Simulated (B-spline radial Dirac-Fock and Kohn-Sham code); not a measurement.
**The L3 (2p3/2) hole of lead ions: width and yield against charge**

The computed values come from a radial atomic solver: independent-particle radiative and Coulomb Auger rates from relativistic LDA hole-state orbitals, with Dirac-Fock energies. Tabulated ground configurations, configuration averages; single configurations, so decays that open only by mixing (as 1s 2s² with 1s 2p² in Be-like ions) are missing and such tiny yields are far too low.

| ion | configuration | radiative (eV) | non-radiative (eV) | yield |
| --- | --- | --- | --- | --- |
| Pb | [Xe] 4f14 5d10 6s2 6p2 | 2.06 | 4.01 | 0.340 |
| Pb⁺ | [Xe] 4f14 5d10 6s2 6p1 | 2.06 | 4.01 | 0.340 |
| Pb²⁺ | [Xe] 4f14 5d10 6s2 | 2.06 | 4.01 | 0.340 |
| Pb³⁺ | [Xe] 4f14 5d10 6s1 | 2.06 | 4.01 | 0.340 |
| Pb⁴⁺ | [Xe] 4f14 5d10 | 2.06 | 4.01 | 0.340 |
| Pb⁵⁺ | [Xe] 4f14 5d9 | 2.06 | 4.01 | 0.340 |
| Pb⁶⁺ | [Xe] 4f14 5d8 | 2.06 | 4.01 | 0.340 |
| Pb⁷⁺ | [Xe] 4f14 5d7 | 2.06 | 4.00 | 0.340 |
